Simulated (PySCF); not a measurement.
C6H9FN (doublet state).
Cartesian coordinates in Å at the GFN2-xTB level; atoms count from 1:
```
atom  x, y, z in Å
N1     2.888    0.001   -0.693
C2     1.566   -0.420   -0.535
C3     0.636    0.368    0.243
C4    -0.076   -0.204    1.491
F5    -0.250    0.627    2.565
C6    -0.830    0.065    0.257
C7    -1.810   -0.661   -0.582
C8    -2.089    0.748   -0.117
H9     3.002    1.006   -0.663
H10    3.366   -0.417   -1.479
H11    1.377   -1.464   -0.706
H12    0.900    1.417    0.342
H13    0.129   -1.214    1.826
H14   -1.570   -0.815   -1.624
H15   -2.370   -1.471   -0.138
H16   -2.837    0.901    0.648
H17   -2.042    1.545   -0.845
```

The hyperfine couplings belong to this conformer and change with its torsions.

As a line formula: `N[CH][C@@H]1[C@@H](F)C12CC2` [radical].

Computed with UKS B3LYP, pcH-1 on C F H N, non-relativistic, mean-field spin-orbit, GIAO in PySCF. The structure is a single GFN2-xTB conformer in the gas phase; no vibrational or solvent corrections. The geometry wasn't refined by DFT: couplings that depend on bond lengths, twists or pyramidal angles can differ widely from those at the functional's own minimum. The SCF solution wasn't tested for stability.

Task: Where do the isotropic ENDOR lines of C4, C2, C6, C3, N1, F5, H11, H9/H10, H12 and H13 fall at 332.3 mT, to first order?

Result: ν± = |νn ± a/2|, one line for each electron-spin manifold; νn = |g_N| × 7.62259 MHz/T × B.

| nuclei | isotope | g_N | νn (MHz) | a_iso (MHz) | lower line (MHz) | upper line (MHz) |
| --- | --- | --- | --- | --- | --- | --- |
| C4 | 13C | 1.4048 | 3.56 | 101.83 | 47.36 | 54.47 |
| C2 | 13C | 1.4048 | 3.56 | 87.97 | 40.42 | 47.54 |
| C6 | 13C | 1.4048 | 3.56 | 44.13 | 18.51 | 25.62 |
| C3 | 13C | 1.4048 | 3.56 | -34.90 | 13.89 | 21.01 |
| N1 | 14N | 0.4038 | 1.02 | 17.15 | 7.55 | 9.60 |
| F5 | 19F | 5.2577 | 13.32 | 59.06 | 16.21 | 42.85 |
| H11 | 1H | 5.5857 | 14.15 | -44.27 | 7.99 | 36.29 |
| H9/H10 | 1H | 5.5857 | 14.15 | 12.57 | 7.87 | 20.43 |
| H12 | 1H | 5.5857 | 14.15 | 9.89 | 9.20 | 19.09 |
| H13 | 1H | 5.5857 | 14.15 | -5.51 | 11.39 | 16.91 |

The rows for 13C, of low natural abundance, apply to labelled samples.

Task: Which pairs are centred on the nuclear Larmor frequency, and which on half the coupling?

Result: Centred on νn, since |a| < 2νn: H9/H10, H12 and H13. Centred on |a|/2 and split by 2νn: C4, C2, C6, C3, N1, F5 and H11.

Task: At what field would the lower line of C2 fall to zero frequency?

Result: Where νn = |a|/2, that is B = 43.98 MHz/(1.4048 × 7.62259 MHz/T) = 4110 mT, as far as first order holds there.

Couplings of abundant isotopes left out: H17 (3.3 MHz) and H16 (1.6 MHz).

Means are taken over nuclei equivalent by connectivity, which assumes that they swap fast. The 1H value of +12.6 MHz is a mean of couplings from 3.6 to 21.5 MHz in this one geometry, not an average over conformers.
